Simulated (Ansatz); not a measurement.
Calculated with Ansatz (gas phase, PBE0-D4/def2-TZVP geometries, no zero-point term in ΔE). CCSD(T)/CBS is the MP2 limit (def2-TZVPP, def2-QZVPP) plus CCSD(T) − MP2 in def2-TZVPP, frozen cores. This one scheme is used for every species. Functionals use def2-TZVPP. HSE06 is defined as in plane-wave codes. One conformer a species, not always the lowest.

`OC[SiH](F)CF` + H–F → `FC[SiH](F)F` + CH₃OH  (ligand exchange at the Si–C bond)

CCSD(T)/CBS gives -38.4 kcal/mol.

Another level gave -40.9 kcal/mol. Which?
A. r2SCANh-D4/def2-TZVPP
B. HSE06/def2-TZVPP
C. BHLYP-D4/def2-TZVPP
D. PBE0-D4/def2-TZVPP

C. BHLYP-D4 -40.9, r2SCANh-D4 -39.2, HSE06 -37.7, PBE0-D4 -36.6 kcal/mol.

Largest T1 diagnostic among the species: 0.012.

At CCSD(T), def2-SVP lies +1.4 kcal/mol from the extrapolated value and def2-TZVPP −0.3 kcal/mol. From PBE to PBE0 (25 % exact exchange), in def2-TZVPP and without D4, ΔE moves by −1.1 kcal/mol.
